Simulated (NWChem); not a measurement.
System: Si₂H₄SClF; SMILES F[SiH2]S[SiH2]Cl

Here is an NWChem input.

```
start job
memory heap 200 mb stack 900 mb global 1100 mb
geometry units angstroms noautoz
  Si    -0.366120    -2.105655    -0.366519
  F      1.021005    -2.941133    -0.466461
  S     -0.249673    -0.635543     1.180245
  Si     0.802539     0.893045     0.106812
  Cl    -0.456922     1.956802    -1.138196
  H     -0.582823    -1.456203    -1.684896
  H     -1.449053    -3.042382     0.019498
  H      1.862718     0.288627    -0.742522
  H      1.352758     1.816752     1.129635
end
basis spherical
  * library def2-svp
end
dft
  xc becke97-2
  iterations 150
  mulliken
end
task dft energy
```

The geometry was optimised at PBE0/def2-SVP.

Task: Give the results of this calculation. (B97-2/def2-SVP.) Quantities: energy (Ha); highest occupied level (eV); orbital gap (eV); dipole (D).

Result: The energy (Ha) is -1539.31, the highest occupied level (eV) is -7.95 and the orbital gap (eV) is 7.75. The dipole (D) is 0.20.
